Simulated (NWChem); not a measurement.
Species: C$_{2}$H$_{6}$Cl$_{2}$Si; SMILES Cl[Si](C)(Cl)C

```xyz
11

C     -0.0009     1.5637    -1.3606
Si     0.0000     0.0000    -0.3558
C      0.0009    -1.5637    -1.3606
Cl     1.6745     0.0009     0.8685
Cl    -1.6745    -0.0009     0.8685
H     -0.8948     1.6065    -2.0023
H     -0.0027     2.4456    -0.7031
H      0.8940     1.6088    -2.0006
H      0.0027    -2.4456    -0.7031
H     -0.8940    -1.6088    -2.0006
H      0.8948    -1.6065    -2.0023
```
Atoms are numbered in this order, from 1.

Level: PBE0/def2-SVP (NWChem), optimised geometry, unscaled harmonic frequencies. 

```tsv
frequency (cm⁻¹)	IR intensity (km/mol)
160	1.5
160	0.0
166	0.0
170	0.1
216	1.3
221	2.9
235	12.4
478	31.2
563	104.0
696	41.7
702	0.1
754	0.0
810	98.2
838	146.0
861	102.3
1268	47.6
1272	18.7
1417	3.3
1417	0.0
1424	5.1
1430	9.5
3061	0.0
3063	0.5
3168	0.0
3170	1.4
3179	0.2
3179	0.0
```

The zero-point energy comes out as 48.7 kcal/mol. The thermal correction to the enthalpy at 298.15 K (with zero-point energy) is 54.2 kcal/mol. The heat capacity Cv is 26.2 cal/(mol K) and the entropy at 298.15 K and 1 atm (symmetry number 2) comes out as 85.8 cal/(mol K). The dipole moment comes out as 2.49 D.

Rigid rotor and harmonic oscillator.
